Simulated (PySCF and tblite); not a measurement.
Values are calculated unless marked as measured or tabulated.
## Rotation: stationary points, barriers and rates

System: C₇H₁₃FO, numbered as in [CH3:1][O:2][C@@H:3]1[CH2:4][CH2:5][CH2:6][C@H:7]([F:8])[CH2:9]1.

Motion: rotation about the C3–O2 bond (torsion C4–C3–O2–C1 from -165° to -296°, falling). Geometries: GFN2-xTB; energies: PBE0/pcSseg-1 + D3(BJ); zero-point and thermal terms from GFN2-xTB harmonic modes (soft modes blended into free rotors). Rates follow Eyring's equation with the number of equivalent paths and no tunnelling. Programs: tblite and PySCF.

| point | symmetry | E(GFN2) kcal/mol | E(DFT) kcal/mol | ZPE change kcal/mol | lowest mode cm⁻¹ | dipole D |
| --- | --- | --- | --- | --- | --- | --- |
| start | C1 | 0.0 | 0.0 | 0.00 | 69 | 1.75 |
| saddle | C1 | 3.6 | 4.8 | -0.02 | 126i | 0.63 |
| end | C1 | 0.6 | 1.9 | 0.18 | 51 | 1.80 |

```
Electronic barrier                                      : 4.8 kcal/mol
Barrier with zero-point energy                          : 4.8 kcal/mol
ΔH‡ (298 K)                                             : 4.2 kcal/mol
ΔS‡ (298 K, symmetry apart)                             : -3.9 cal/(mol K)
Paths                                                   : 1 equivalent path
End point                                               : a different minimum
Mean lifetime of the start against this motion at 298 K : 1.4 ns
Cost                                                    : 120 s on 1 thread of Arm Neoverse V2, shared host (rough), peak memory 1 GiB, launched as `OMP_NUM_THREADS=1 python ens_run.py task.json out`
```

```
T/K  ΔG‡ kcal/mol     k s⁻¹  ΔG kcal/mol  k back s⁻¹
150           5.0   1.6×10⁵          2.1     2.1×10⁸
200           5.1   1.1×10⁷          2.1     2.4×10⁹
250           5.2   1.4×10⁸          2.1      1×10¹⁰
298           5.4   7.1×10⁸          2.2    2.8×10¹⁰
350           5.5   2.6×10⁹          2.2    5.9×10¹⁰
400           5.7   6.5×10⁹          2.2      1×10¹¹
500           6.0  2.4×10¹⁰          2.2    2.3×10¹¹
```

ΔG and ΔG‡ leave out symmetry numbers and mirror images; rates count paths: 1 out, 1 back.
